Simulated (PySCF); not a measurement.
An unknown gives this computed stick spectrum. Level of theory: TDDFT wB97X-D/def2-SVPD, vertical, gas phase, core orbitals frozen in the response (PySCF). Geometries: GFN2-xTB, one conformer each.

```tsv
state	E (eV)	f	main configurations (H = HOMO, L = LUMO)
S1	3.86	0.0002	H-1→L (90%), H-1→L+3 (9%)
S2	4.87	0.045	H→L (75%), H-2→L (11%)
S3	5.49	0.207	H-2→L (66%), H→L (16%), H→L+1 (15%)
S4	6.59	0.401	H→L+1 (67%), H-2→L (20%)
S5	6.75	0.0006	H-1→L+1 (94%)
S6	6.90	0.326	H-2→L+1 (78%)
S7	7.26	0.0006	H-3→L (68%), H-1→L+3 (19%)
S8	7.59	0.0009	H-5→L (68%), H-1→L+3 (22%)
```

Triplets computed (Tamm–Dancoff): 3.37, 3.67, 4.17 eV.

Task: Which candidate is it? All have the formula C7H5FO.
A. `O=C(F)c1ccccc1`
B. `O=Cc1cccc(F)c1`
C. `C#C/C=C(/C)C(F)=C=O`

Result: B. Its S1 lies at 3.86 eV; the nearest of the others has S1 at 5.10 eV. S1 is HOMO-1→LUMO (90%), HOMO-1→LUMO+3 (9%). Löwdin shares by element: HOMO carbon 65% or more (atoms not listed hold the other 35%); LUMO carbon 46% or more, oxygen 19% (atoms not listed hold the other 35%). At the same level the other candidates give, for their lowest levels:
- `O=C(F)c1ccccc1`: 5.10 eV (f 0.025); 5.44 eV (f 0.000); 5.64 eV (f 0.241); 6.82 eV (f 0.274); 6.95 eV (f 0.589); T1 3.88 eV; HOMO -9.85, LUMO -0.36 eV
- `C#C/C=C(/C)C(F)=C=O`: 2.30 eV (f 0.000); 4.37 eV (f 0.138); 4.71 eV (f 0.000); 5.50 eV (f 0.000); 5.63 eV (f 0.133); T1 1.96 eV; HOMO -7.98, LUMO -0.43 eV

Shape of the structure used: `[O:1]=[CH:2][c:3]1[cH:4][cH:5][cH:6][c:7]([F:8])[cH:9]1`: O1–C2–C3–C4 0°.
